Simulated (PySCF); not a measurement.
**Ligand-field analysis of [V(NH3)5]3+**

[V(NH3)5]3+: V(III) (d2), charge +3. The structure is a model geometry with rigid ligands and bond lengths from ionic radii, not a minimum; coordination square pyramidal, point group Cs, metal–donor distances 2.01 Å.

```
21

V     0.0000    0.0000    0.0000
N     0.0000    0.0000    2.0100
H     0.9424    0.0000    2.4003
H    -0.4712    0.8161    2.4003
H    -0.4712   -0.8161    2.4003
N     1.9795    0.0000   -0.3490
H     2.2002    0.0000   -1.3449
H     2.4457    0.8161    0.0472
H     2.4457   -0.8161    0.0472
N    -1.9795    0.0000   -0.3490
H    -2.2002    0.0000   -1.3449
H    -2.4457   -0.8161    0.0472
H    -2.4457    0.8161    0.0472
N     0.0000    1.9795   -0.3490
H     0.0000    2.2002   -1.3449
H    -0.8161    2.4457    0.0472
H     0.8161    2.4457    0.0472
N     0.0000   -1.9795   -0.3490
H     0.0000   -2.2002   -1.3449
H     0.8161   -2.4457    0.0472
H    -0.8161   -2.4457    0.0472
```

Method (PySCF 2.14, density fitting): CASSCF(2,5) with orbitals averaged over all microstates of the shell, strongly contracted NEVPT2 on the averaged canonical orbitals; basis x2c-TZVPall on the metal, x2c-SVPall elsewhere; spin-free X2C; gas phase; spin-orbit coupling by state interaction with the mean-field operator over all roots.

## Spin-free states

```json
{"2S+1": "3", "deg.": "1", "symmetry": "3A''", "free-ion term": "3F 0.95", "CASSCF / cm⁻¹": "0", "NEVPT2 / cm⁻¹": "0", "f(ED)": "–", "occupations": "0.3 0.9 0.7 0.1 0.0"}
{"2S+1": "3", "deg.": "1", "symmetry": "3A'", "free-ion term": "3F 0.96", "CASSCF / cm⁻¹": "15", "NEVPT2 / cm⁻¹": "19", "f(ED)": "3.9e-08", "occupations": "0.9 0.1 0.9 0.1 0.0"}
{"2S+1": "3", "deg.": "1", "symmetry": "3A''", "free-ion term": "3F 0.91", "CASSCF / cm⁻¹": "153", "NEVPT2 / cm⁻¹": "244", "f(ED)": "2.5e-06", "occupations": "0.8 1.0 0.2 0.0 0.0"}
{"2S+1": "3", "deg.": "1", "symmetry": "3A''", "free-ion term": "3F 1.00", "CASSCF / cm⁻¹": "8862", "NEVPT2 / cm⁻¹": "9802", "f(ED)": "1.9e-04", "occupations": "0.0 0.0 1.0 1.0 0.0"}
{"2S+1": "1", "deg.": "1", "symmetry": "1A''", "free-ion term": "1D 0.72", "CASSCF / cm⁻¹": "12783", "NEVPT2 / cm⁻¹": "11028", "f(ED)": "–", "occupations": "0.9 0.9 0.1 0.1 0.0"}
{"2S+1": "1", "deg.": "1", "symmetry": "1A'", "free-ion term": "1D 0.53", "CASSCF / cm⁻¹": "13489", "NEVPT2 / cm⁻¹": "11490", "f(ED)": "–", "occupations": "1.1 0.9 0.1 0.0 0.0"}
{"2S+1": "1", "deg.": "1", "symmetry": "1A''", "free-ion term": "1D 0.61", "CASSCF / cm⁻¹": "13625", "NEVPT2 / cm⁻¹": "11530", "f(ED)": "–", "occupations": "0.1 1.0 0.9 0.0 0.0"}
{"2S+1": "1", "deg.": "1", "symmetry": "1A'", "free-ion term": "1D 0.59", "CASSCF / cm⁻¹": "13641", "NEVPT2 / cm⁻¹": "11574", "f(ED)": "–", "occupations": "0.9 0.1 0.9 0.0 0.0"}
{"2S+1": "1", "deg.": "1", "symmetry": "1A'", "free-ion term": "1D 0.53", "CASSCF / cm⁻¹": "14043", "NEVPT2 / cm⁻¹": "11770", "f(ED)": "–", "occupations": "0.3 0.3 1.3 0.0 0.0"}
{"2S+1": "3", "deg.": "1", "symmetry": "3A'", "free-ion term": "3F 0.64", "CASSCF / cm⁻¹": "15405", "NEVPT2 / cm⁻¹": "15866", "f(ED)": "4.0e-06", "occupations": "0.1 0.9 0.1 0.8 0.2"}
{"2S+1": "3", "deg.": "1", "symmetry": "3A''", "free-ion term": "3F 0.64", "CASSCF / cm⁻¹": "15405", "NEVPT2 / cm⁻¹": "15866", "f(ED)": "6.6e-06", "occupations": "0.9 0.1 0.1 0.8 0.2"}
{"2S+1": "1", "deg.": "1", "symmetry": "1A''", "free-ion term": "1G 0.72", "CASSCF / cm⁻¹": "23305", "NEVPT2 / cm⁻¹": "22079", "f(ED)": "–", "occupations": "0.1 0.1 0.9 0.9 0.0"}
{"2S+1": "1", "deg.": "2", "symmetry": "–", "free-ion term": "1G 0.90", "CASSCF / cm⁻¹": "25095", "NEVPT2 / cm⁻¹": "23923", "f(ED)": "–", "occupations": "0.5 0.5 0.0 1.0 0.0"}
{"2S+1": "1", "deg.": "1", "symmetry": "1A'", "free-ion term": "1G 0.81", "CASSCF / cm⁻¹": "26819", "NEVPT2 / cm⁻¹": "24042", "f(ED)": "–", "occupations": "0.5 0.5 0.4 0.5 0.0"}
{"2S+1": "3", "deg.": "1", "symmetry": "3A''", "free-ion term": "3P 0.60", "CASSCF / cm⁻¹": "29218", "NEVPT2 / cm⁻¹": "30513", "f(ED)": "9.4e-05", "occupations": "1.0 0.0 0.0 0.1 0.8"}
{"2S+1": "3", "deg.": "1", "symmetry": "3A'", "free-ion term": "3P 0.60", "CASSCF / cm⁻¹": "29220", "NEVPT2 / cm⁻¹": "30514", "f(ED)": "8.6e-05", "occupations": "0.0 1.0 0.0 0.1 0.8"}
{"2S+1": "3", "deg.": "1", "symmetry": "3A''", "free-ion term": "3P 0.91", "CASSCF / cm⁻¹": "36258", "NEVPT2 / cm⁻¹": "36698", "f(ED)": "4.3e-04", "occupations": "0.0 0.0 1.0 0.0 1.0"}
{"2S+1": "3", "deg.": "1", "symmetry": "3A'", "free-ion term": "3F 1.00", "CASSCF / cm⁻¹": "34386", "NEVPT2 / cm⁻¹": "38898", "f(ED)": "5.9e-05", "occupations": "0.0 0.0 0.0 1.0 1.0"}
{"2S+1": "1", "deg.": "1", "symmetry": "1A'", "free-ion term": "1G 0.36", "CASSCF / cm⁻¹": "42503", "NEVPT2 / cm⁻¹": "40196", "f(ED)": "–", "occupations": "0.1 0.1 0.2 1.3 0.2"}
{"2S+1": "1", "deg.": "1", "symmetry": "1A''", "free-ion term": "1G 0.71", "CASSCF / cm⁻¹": "39307", "NEVPT2 / cm⁻¹": "40534", "f(ED)": "–", "occupations": "1.0 0.0 0.0 0.0 1.0"}
{"2S+1": "1", "deg.": "1", "symmetry": "1A'", "free-ion term": "1G 0.71", "CASSCF / cm⁻¹": "39309", "NEVPT2 / cm⁻¹": "40537", "f(ED)": "–", "occupations": "0.0 1.0 0.0 0.0 1.0"}
{"2S+1": "1", "deg.": "1", "symmetry": "1A''", "free-ion term": "1G 1.00", "CASSCF / cm⁻¹": "42029", "NEVPT2 / cm⁻¹": "42984", "f(ED)": "–", "occupations": "0.0 0.0 1.0 0.0 1.0"}
{"2S+1": "1", "deg.": "1", "symmetry": "1A'", "free-ion term": "1G 0.51", "CASSCF / cm⁻¹": "47984", "NEVPT2 / cm⁻¹": "50206", "f(ED)": "–", "occupations": "0.0 0.0 0.0 1.0 1.0"}
{"2S+1": "1", "deg.": "1", "symmetry": "1A'", "free-ion term": "1S 0.52", "CASSCF / cm⁻¹": "75191", "NEVPT2 / cm⁻¹": "75490", "f(ED)": "–", "occupations": "0.1 0.1 0.0 0.1 1.8"}
```

Energies are counted from the ground state at NEVPT2 level. Weights follow the labels. f(ED) is the electric-dipole oscillator strength from the ground state at the fixed geometry, without vibronic coupling; occupations, where given, run over the ligand-field orbitals from the lowest.

Ligand-field fit:

```tsv
cm⁻¹	CASSCF
B	896
B, free ion	1086
C	3497
C, free ion	4071
rms of the fit	303
```

```json
{"orbital": "1", "CASSCF / cm⁻¹": "0", "metal share": "0.96", "main function": "yz 0.98"}
{"orbital": "2", "CASSCF / cm⁻¹": "8", "metal share": "0.96", "main function": "xz 1.00"}
{"orbital": "3", "CASSCF / cm⁻¹": "462", "metal share": "0.97", "main function": "xy 0.98"}
{"orbital": "4", "CASSCF / cm⁻¹": "9840", "metal share": "0.84", "main function": "z2 1.00"}
{"orbital": "5", "CASSCF / cm⁻¹": "25553", "metal share": "0.83", "main function": "x2-y2 1.00"}
```

ζ = 179 cm⁻¹, against 209 for the free ion.

## Spin-orbit levels

```json
{"E / cm⁻¹": "0.0", "deg.": "1", "make-up": "0.58 3A'' + 0.42 3A'"}
{"E / cm⁻¹": "5.5", "deg.": "1", "make-up": "0.53 3A'' + 0.46 3A'"}
{"E / cm⁻¹": "42.5", "deg.": "1", "make-up": "0.83 3A'' + 0.16 3A''"}
{"E / cm⁻¹": "63.8", "deg.": "1", "make-up": "0.82 3A' + 0.16 3A''"}
{"E / cm⁻¹": "86.8", "deg.": "1", "make-up": "0.41 3A' + 0.33 3A'' + 0.26 3A''"}
{"E / cm⁻¹": "217.4", "deg.": "1", "make-up": "0.54 3A' + 0.46 3A''"}
{"E / cm⁻¹": "403.6", "deg.": "1", "make-up": "0.84 3A'' + 0.16 3A''"}
{"E / cm⁻¹": "405.0", "deg.": "1", "make-up": "0.83 3A'' + 0.17 3A'"}
{"E / cm⁻¹": "476.1", "deg.": "1", "make-up": "0.66 3A'' + 0.17 3A' + 0.16 3A''"}
{"E / cm⁻¹": "9894.5", "deg.": "1", "make-up": "0.99 3A''"}
{"E / cm⁻¹": "9894.7", "deg.": "1", "make-up": "0.99 3A''"}
{"E / cm⁻¹": "9911.1", "deg.": "1", "make-up": "1.00 3A''"}
{"E / cm⁻¹": "11117.4", "deg.": "1", "make-up": "1.00 1A''"}
{"E / cm⁻¹": "11596.3", "deg.": "1", "make-up": "1.00 1A'"}
{"E / cm⁻¹": "11648.8", "deg.": "1", "make-up": "0.99 1A''"}
{"E / cm⁻¹": "11689.9", "deg.": "1", "make-up": "0.99 1A'"}
{"E / cm⁻¹": "11874.6", "deg.": "1", "make-up": "1.00 1A'"}
{"E / cm⁻¹": "15951.8", "deg.": "1", "make-up": "0.50 3A' + 0.50 3A''"}
{"E / cm⁻¹": "15952.8", "deg.": "1", "make-up": "0.50 3A' + 0.49 3A''"}
{"E / cm⁻¹": "15972.1", "deg.": "1", "make-up": "1.00 3A'"}
{"E / cm⁻¹": "15972.5", "deg.": "1", "make-up": "1.00 3A''"}
{"E / cm⁻¹": "15996.0", "deg.": "1", "make-up": "0.50 3A'' + 0.49 3A'"}
{"E / cm⁻¹": "16008.4", "deg.": "1", "make-up": "0.50 3A'' + 0.49 3A'"}
{"E / cm⁻¹": "22184.4", "deg.": "1", "make-up": "1.00 1A''"}
```

Only the lowest levels are listed: 24 of 45 states.

Magnetism:

Degenerate or low-lying orbital states mix with the ground state, so no spin-only Hamiltonian applies. The lowest spin-orbit level is 1-fold; the next lies at 5.5 cm⁻¹. The two lowest states form a pseudo-doublet split by 5.513 cm⁻¹ with g_z = 1.85. μeff is 2.73 μB at 300 K and 1.19 μB at 10 K; the spin-only value is 2.83 μB.

```tsv
T / K	χT / cm³ K mol⁻¹	μeff / μB
2	0.066	0.73
5	0.126	1.00
10	0.177	1.19
20	0.250	1.41
30	0.304	1.56
50	0.385	1.75
75	0.470	1.94
100	0.545	2.09
150	0.674	2.32
200	0.778	2.49
250	0.861	2.62
300	0.929	2.73
```

Powder magnetisation at 2 K: 0.03 μB at 0.5 T, 0.06 μB at 1 T, 0.12 μB at 2 T, 0.17 μB at 3 T, 0.27 μB at 5 T, 0.34 μB at 7 T.

3A' (19 cm⁻¹), 3A'' (244 cm⁻¹) lie within 300 cm⁻¹ of 3A'' at NEVPT2 level, inside the method's error: their order is undecided, and g values and low-temperature moments can hang on it. An active orbital has only 0.73 squared overlap with the free ion's shell, so the metal shell alone is a small active space here. NEVPT2 on the d shell alone tends to put d–d bands too high for such charged or covalently bound ions.

The job took 16 s on one thread of Arm Neoverse V1 (shared host), with 193 basis functions, launched as `OMP_NUM_THREADS=1 python lf_run.py task.json out`.
